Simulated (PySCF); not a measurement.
ClSn, charge +1, multiplicity 1. Atoms are numbered in the order given.

```xyz
2

Sn     0.0000     0.0000    -0.5733
Cl     0.0000     0.0000     1.6863
```
Charge +1, spin multiplicity 1.

Coordinates come from a PBE0-D3(BJ)/def2-TZVP optimisation. The spin state was assumed, not searched. The def2 effective core potentials stand for the cores of Sn; spin–orbit coupling is left out.

These are PBE0-D3(BJ)/def2-TZVP (PySCF) values and carry that method's errors.

Frequencies are harmonic and unscaled.

Computed vibrational spectrum:
| mode | ν (cm⁻¹) | IR (km/mol) | Raman (Å⁴/amu) | depolarisation | moving atoms (share of kinetic energy) |
|---|---|---|---|---|---|
| 1 | 429 | 56.5 | 15.2 | 0.32 | Cl 77 %, Sn 23 % |
